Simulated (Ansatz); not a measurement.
Start from `CC(C)(C)[O][AlH2]` and change one atom or group to get `CC(C)(C)C(=O)O`.

Ansatz, PBE0-D4/def2-TZVP geometries, multiplicity 1. Each molecule was computed in one conformer, which needn't be the lowest.

| property | `CC(C)(C)[O][AlH2]` |
| --- | --- |
| size of the dipole moment (B3LYP/def2-TZVPP) / D | 1.16 |
| size of the dipole moment (PBE/def2-TZVPP) / D | 1.17 |
| LUMO energy (PBE0/def2-TZVPP) / eV | -0.91 |
| HOMO energy (PBE0/def2-TZVPP) / eV | -7.81 |
| LUMO energy (B3LYP/def2-TZVPP) / eV | -1.12 |
| HOMO–LUMO gap (PBE/def2-TZVPP) / eV | 4.73 |

**Question.** What does the change do to each property? (Estimate.)

**Answer.** Computed: 
```
                                        property  `CC(C)(C)C(=O)O`  shift
size of the dipole moment (B3LYP/def2-TZVPP) / D              1.72   0.56
  size of the dipole moment (PBE/def2-TZVPP) / D              1.65   0.48
              LUMO energy (PBE0/def2-TZVPP) / eV              0.32   1.23
              HOMO energy (PBE0/def2-TZVPP) / eV             -7.89  -0.08
             LUMO energy (B3LYP/def2-TZVPP) / eV              0.02   1.14
             HOMO–LUMO gap (PBE/def2-TZVPP) / eV              5.41   0.68
```

With PBE0 the HOMO falls by 0.08 eV and the LUMO rises by 1.23 eV, so the gap widens by about 1.31 eV. PBE moves the HOMO by 0.14 eV and ωB97M-V by -0.22 eV. Dipoles are sizes alone; their direction can turn.

B3LYP here is the variant with VWN-RPA as its local correlation; programs differ in this.
